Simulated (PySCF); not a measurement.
CrCl3, SMILES [Cr]([Cl])([Cl])[Cl] (connectivity only; charge and spin as stated), neutral, multiplicity 4.

Coordinates come from a PBE-D3(BJ)/def2-SVP optimisation. The spin state was assumed, not searched.

All values below come from PBE-D3(BJ)/def2-SVP in PySCF.

Frequencies are harmonic and unscaled.

Modes within 1.5 cm⁻¹ of each other (mostly degenerate sets) share a row, with their intensities summed.

| mode | ν (cm⁻¹) | IR (km/mol) | moving atoms (share of kinetic energy) |
|---|---|---|---|
| 1 | 58 | 10.8 | Cr 67 %, Cl 33 % |
| 2–3 | 105 | 0.2 | Cl 86 %, Cr 14 % |
| 4 | 342 | 0.0 | Cl 100 % |
| 5–6 | 481 | 154.0 | Cr 53 %, Cl 47 % |
